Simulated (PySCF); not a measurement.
Compound: C6H12N (doublet state).
Cartesian coordinates in Å at the GFN2-xTB level; atoms count from 1:
```xyz
19
C6H12N angstrom
C      2.685    0.210   -0.333
C      1.437   -0.597   -0.294
N      0.236    0.056   -0.064
C     -0.011    1.006    1.013
C     -1.450    0.484    1.115
C     -1.047   -0.613    0.114
C     -1.865   -0.712   -1.163
H      3.552   -0.446   -0.292
H      2.726    0.897    0.512
H      2.768    0.814   -1.248
H      1.353   -1.458   -0.939
H      0.592    0.832    1.911
H      0.107    2.046    0.699
H     -2.197    1.171    0.725
H     -1.752    0.135    2.098
H     -0.953   -1.608    0.574
H     -2.866   -1.071   -0.940
H     -1.934    0.265   -1.636
H     -1.392   -1.400   -1.860
```

The hyperfine couplings belong to this conformer and change with its torsions.

The species is `N1([C@@H](CC1)C)[CH]C` [radical].

Method: UKS B3LYP, pcH-1 on C H N, non-relativistic, mean-field spin-orbit, GIAO in PySCF. The structure is a single GFN2-xTB conformer in the gas phase; no vibrational or solvent corrections. A GFN2-xTB geometry isn't a minimum of the functional, and hyperfine couplings can be far from their values at a DFT geometry. The SCF solution wasn't tested for stability.

Mulliken spin populations: C1 -0.060, C2 +0.812, N3 +0.137, C4 -0.007, C5 0.000, C6 -0.011, C7 +0.005, H8 +0.005, H9 +0.008, H10 +0.066, H11 -0.029, H12 +0.032, H13 +0.005, H14 +0.001, H15 -0.001, H16 +0.034, H17 +0.001, H18 +0.002, H19 -0.001.

Q: What dipolar couplings does the calculation give for H8, H9, H10, H12, H13, H14, H15, H16, H17, H18, H19?

A: 
```
atom            position  distance from C2 (Å)  T1 (MHz)     T2    T3
  H8  β, 2 bonds from C2                  2.12     -5.19  -3.99  9.18
  H9  β, 2 bonds from C2                  2.13     -4.55  -4.08  8.62
 H10  β, 2 bonds from C2                  2.16     -3.87  -2.89  6.75
 H12  γ, 3 bonds from C2                  2.76     -3.89  -2.59  6.48
 H13  γ, 3 bonds from C2                  3.12     -3.52  -2.36  5.88
 H14     4 bonds from C2                  4.17     -1.66  -1.26  2.92
 H15     4 bonds from C2                  4.05     -1.51  -1.16  2.66
 H16  γ, 3 bonds from C2                  2.74     -3.80  -2.81  6.61
 H17     4 bonds from C2                  4.38     -1.15  -1.09  2.24
 H18     4 bonds from C2                  3.73     -2.19  -1.47  3.66
 H19     4 bonds from C2                  3.33     -2.01  -1.48  3.49
```

Q: Estimate them with point dipoles: put each population ρk at its nucleus, leave out the nucleus itself and the atom bound to it, and sum T = Σ [ρk/(2S)]·C·(3 n nᵀ − 1)/r³ with C = μ0 gₑ μB g_N μN/(4π h) = 79.06 MHz Å³.

A: 
```tsv
atom	T1 (MHz)	T2	T3	T3, computed	difference in T3 (%)
H8	-7.75	-5.61	13.35	9.18	+45
H9	-7.70	-5.53	13.22	8.62	+53
H10	-6.62	-6.49	13.12	6.75	+94
H12	-3.96	-3.50	7.47	6.48	+15
H13	-3.30	-2.61	5.90	5.88	0
H14	-1.39	-1.32	2.71	2.92	-7
H15	-1.52	-1.25	2.77	2.66	+4
H16	-4.10	-3.55	7.66	6.61	+16
H17	-1.12	-0.92	2.03	2.24	-9
H18	-1.73	-1.69	3.42	3.66	-7
H19	-2.09	-1.98	4.07	3.49	+16
```

In T3 the estimate is closest for H13 (0 %, 3.12 Å from C2) and worst for H10 (+94 %, 2.16 Å).

Q: If all the spin sat on C2, T∥ = 2C/r³. What distance does the computed T3 of H13 then imply?

A: r = (2 × 79.06/5.88)^(1/3) = 3.00 Å, against 3.12 Å in the structure.

On Arm Neoverse V1, one thread, shared host, this took 73 s wall (with the writing of density and orbital grids) and 1.0 GiB of memory at its peak.
